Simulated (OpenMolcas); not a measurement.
# InHF2 (SMILES [F][InH][F]): methods side by side

The species is InHF2 (4 atoms), meant as a singlet with charge 0. As SMILES, `[F][InH][F]`. The coordinates come from a PBE0-D4/def2-TZVP relaxation.

```xyz
4

F    -1.6943   -0.6688    0.2417
In    0.0438    0.1138   -0.0884
F     1.3408   -1.0047    0.8112
H     0.3654    1.4994   -0.9848
```

Quantity: the energy change with the In2–H4 bond stretched from 1.681 to 2.522 Å, in eV. The values are calculated.

```csv
level,kind,program,value (eV),CPU time (all runs)
HF/def2-TZVP (core potential) (restricted),Hartree–Fock,OpenMolcas,2.10,50 s
BLYP/def2-TZVP (core potential) (restricted),GGA,OpenMolcas,1.59,99 s
PBE/def2-TZVP (core potential) (restricted),GGA,OpenMolcas,1.66,95 s
M06-L/def2-TZVP (core potential) (restricted),meta-GGA,OpenMolcas,1.73,1.9 min
TPSS/def2-TZVP (core potential) (restricted),meta-GGA,OpenMolcas,1.75,1.9 min
r2SCAN/def2-TZVP (core potential) (restricted),meta-GGA,OpenMolcas,1.83,1.7 min
B3LYP/def2-TZVP (core potential) (restricted),global hybrid,OpenMolcas,1.80,90 s
MP2/def2-TZVP (core potential) (restricted),perturbation theory,OpenMolcas,2.10,42 s
```

The first shape isn't each level's own minimum. The values span 1.59 to 2.10 eV. In the correlated wave-function rows the outer d shell of In is correlated, in sets not made for it. Times are those of the runs behind each value, whatever else they computed, on shared processors of several kinds: orders of magnitude only.
